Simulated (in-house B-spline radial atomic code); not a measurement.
Whole-atom quantities along the 31-electron series, configuration 1s2 2s2 2p6 3s2 3p6 3d10 4s2 4p1/2(1). Breit and QED terms are first order and not part of the total energy; the density at the nucleus is averaged over the nuclear charge. Computed with a B-spline radial code for spherical atoms: Dirac-Hartree-Fock, jj configuration that fills j = l - 1/2 first, finite nuclei.

| ion | Z | E/Z² (Eh) | Σ<r²> (bohr²) | n(0)/Z³ (bohr⁻³) | Lamb diamagnetic shielding (ppm) | repulsion over attraction | Breit energy (eV) | self-energy (eV) | vacuum polarisation (eV) |
| --- | --- | --- | --- | --- | --- | --- | --- | --- | --- |
| Ga | 31 | -2.0214 | 40.301 | 0.93153 | 2686.25 | 0.16341 | 23.102 | 17.092 | -1.589 |
| Ge+ | 32 | ? | ? | ? | ? | ? | ? | ? | ? |
| As2+ | 33 | -2.0739 | 22.419 | 0.97042 | 2921.63 | 0.15881 | 28.625 | 21.25 | -2.051 |
| Se3+ | 34 | -2.099 | 18.585 | 0.99112 | 3039.11 | 0.15617 | 31.709 | 23.578 | -2.3177 |
| Br4+ | 35 | -2.1232 | 15.846 | 1.013 | 3156.73 | 0.15346 | 35.019 | 26.083 | -2.6104 |
| Kr5+ | 36 | -2.1467 | 13.768 | 1.0358 | 3274.61 | 0.15071 | 38.563 | 28.773 | -2.9309 |
| Rb6+ | 37 | -2.1694 | 12.128 | 1.0597 | 3392.8 | 0.14796 | 42.35 | 31.657 | -3.2813 |
| Sr7+ | 38 | -2.1914 | 10.798 | 1.0845 | 3511.37 | 0.14523 | 46.389 | 34.742 | -3.6634 |
| Zr9+ | 40 | -2.2334 | 8.7685 | 1.1371 | 3749.8 | 0.13988 | 55.257 | 41.553 | -4.5315 |
| Nb10+ | 41 | -2.2535 | 7.9772 | 1.1643 | 3869.74 | 0.13728 | 60.103 | 45.298 | -5.0219 |
| Mo11+ | 42 | -2.2729 | 7.2948 | 1.1915 | 3990.2 | 0.13473 | 65.237 | 49.28 | -5.553 |
| Tc12+ | 43 | -2.2919 | 6.7008 | 1.2224 | 4111.21 | 0.13225 | 70.668 | 53.511 | -6.1279 |
| Ru13+ | 44 | ? | ? | ? | ? | ? | ? | ? | ? |
| Rh14+ | 45 | -2.3282 | 5.7194 | 1.2855 | 4355.02 | 0.12745 | 82.455 | 62.76 | -7.4185 |
| Pd15+ | 46 | -2.3456 | 5.3103 | 1.3192 | 4477.86 | 0.12514 | 88.83 | 67.798 | -8.1403 |
| Ag16+ | 47 | ? | ? | ? | ? | ? | ? | ? | ? |
| Cd17+ | 48 | -2.3793 | 4.6164 | 1.3907 | 4725.59 | 0.12071 | 102.59 | 78.759 | -9.7525 |
| In18+ | 49 | -2.3955 | 4.3203 | 1.4302 | 4850.53 | 0.11858 | 110 | 84.706 | -10.65 |

Question: Fill in the row of Ge+.

Answer: E/Z² (Eh): -2.0481; Σ<r²> (bohr²): 28.381; n(0)/Z³ (bohr⁻³): 0.9502; Lamb diamagnetic shielding (ppm): 2804.12; repulsion over attraction: 0.16127; Breit energy (eV): 25.759; self-energy (eV): 19.09; vacuum polarisation (eV): -1.8086.

Question: Fill in the row of Ru13+.

Answer: E/Z² (Eh): -2.3103; Σ<r²> (bohr²): 6.1798; n(0)/Z³ (bohr⁻³): 1.2524; Lamb diamagnetic shielding (ppm): 4232.81; repulsion over attraction: 0.12982; Breit energy (eV): 76.404; self-energy (eV): 58.001; vacuum polarisation (eV): -6.7486.

Question: Fill in the row of Ag16+.

Answer: E/Z² (Eh): -2.3627; Σ<r²> (bohr²): 4.9447; n(0)/Z³ (bohr⁻³): 1.3552; Lamb diamagnetic shielding (ppm): 4601.38; repulsion over attraction: 0.1229; Breit energy (eV): 95.539; self-energy (eV): 73.127; vacuum polarisation (eV): -8.9174.

Question: With what power of Z does the column «Σ<r²> (bohr²)» change over this range?

Answer: A fit of the logarithm of its size against log Z from Z = 31 to 49 has slope -4.47. Unscreened non-relativistic hydrogenic orbitals would give -2.
